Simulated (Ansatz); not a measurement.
Wavefunction ladder for `[CH3][Sc]([NH2])[F]`

Z-matrix (Å, degrees):
```
C
Sc 1 2.194
H 1 1.096 2 114.1
H 1 1.099 2 111.4 3 121.4
H 1 1.099 2 111.1 3 -120.7
N 2 1.973 1 117.7 3 -170.8
F 2 1.851 1 121.1 3 9.6
H 6 1.014 2 124.8 1 0.4
H 6 1.012 2 127.9 1 -179.6
```

Charge 0, multiplicity 1. Correlated methods include outer-core shells of Sc, which these sets cover unevenly. Scalar relativity is left out up to krypton. The geometry is a stationary point of PBE0-D4/def2-TZVP. It is one conformer, not always the lowest. Frozen core, restricted reference, Ansatz.

```csv
basis,HF (Eh),MP2 corr.
def2-SVP,-954.29861,-0.72630
def2-TZVPP,-954.64093,-0.95235
def2-QZVPP,-954.66395,-1.04717
```

Problem. Estimate the CCSD correlation energy and the (T) correction in each basis where they were run (hartree).

Solution. 
| basis | CCSD corr. | (T) |
| --- | --- | --- |
| def2-SVP | -0.76621 | -0.01903 |
| def2-TZVPP | -0.98523 | -0.03567 |
